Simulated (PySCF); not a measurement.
A structure optimised at PBE0-D3(BJ)/def2-SVP, used in a PySCF frequency run:

```xyz
7

Cd     0.0542    -0.3427     0.0000
F     -0.2744    -2.2387     0.0000
O      0.5390     1.5541     0.0000
C     -0.4065     2.5769     0.0000
H     -1.0661     2.5799    -0.8921
H      0.1264     3.5459     0.0000
H     -1.0661     2.5799     0.8921
```

Write its SMILES, formula and point group.

C[O][Cd][F], CH₃CdFO, Cs

What are its rotational constants (standard atomic weights)?

41.651, 1.9978, 1.9297 GHz
